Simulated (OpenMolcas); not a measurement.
# Cu2+ in CsCaF3

Cu2+ with its 6 nearest fluoride ions at 2.118 Å, on the Ca site of CsCaF3 (a = 4.526 Å, distance in the model lattice 2.263 Å). The rest of the host is ab initio model potentials to 7.6 Å, with orthogonalisation functions on the cations behind the ligands, and point charges beyond; the distance is set by hand and nothing relaxes. Ligand basis ANO-RCC-VDZP.
```
Cu    0.0000    0.0000    0.0000
F     2.1180    0.0000    0.0000
F     0.0000    2.1180    0.0000
F    -2.1180    0.0000    0.0000
F     0.0000   -2.1180    0.0000
F     0.0000    0.0000    2.1180
F     0.0000    0.0000   -2.1180
```

```
Program             : OpenMolcas 26.06
Method              : CASSCF
Basis               : ANO-RCC-VTZP [6s5p3d2f1g]
Scalar Hamiltonian  : DKH2, point nucleus
Active space        : 9 electrons in 5 orbitals (3d)
State averaging     : 2S+1 = 2 even, 5 roots
Spin-orbit coupling : RASSI with atomic mean-field integrals over the reference wave functions
```

The lowest spin-free states (labels of O, the rotations of Oh), above the lowest:

| State | Degeneracy | E (cm-1) | Free-ion L (%) |
| --- | --- | --- | --- |
| 2E | 2 | 0.0 | D (100) |
| 2T2 | 3 | 4078 | D (100) |

The lowest levels with spin-orbit coupling:

| E (cm-1) | Degeneracy | Label | 2S+1 | g |
| --- | --- | --- | --- | --- |
| 0.0 | 4 | Γ8 | 2 |  |
| 3481 | 2 | Γ7 | 2 | 1.99 1.99 1.99 |
| 4907 | 4 | Γ8 | 2 |  |

Powder χT (cm3 K/mol): 0.652 at 2 K, 0.654 at 10 K, 0.663 at 50 K, 0.674 at 100 K, 0.697 at 200 K, 0.72 at 300 K. The effective moment at 300 K is 2.828 √(χT) = 2.40 μB.

The lowest level has 2S+1 = 2, for which the spin-only value is χT = S(S+1) / 2 = 0.375 cm3 K/mol (g = 2). The computed 0.720 at 300 K differs by +0.345, through orbital momentum, spin-orbit coupling and any other state in reach.

Metal share of the active 3d orbitals (Löwdin): 97, 97, 99, 99, 99 %; Mulliken charge of the metal 1.66.

The gap between the two states is 10Dq = 4078 cm-1.

An orbital doublet at a regular site is open to a Jahn-Teller distortion, which this geometry leaves out. Ligand-to-metal charge-transfer states are missing. With metal d orbitals alone and no dynamic correlation 10Dq can be off by a tenth to a fifth, either way, in oxide and fluoride hosts. No measured value stands beside these numbers; the geometry was set by hand and not optimised.

The RASSCF and RASSI steps took 10 s on 1 thread of Intel(R) Xeon(R) Platinum 8488C (Sapphire Rapids), with other jobs on the host; the integral step is not counted.
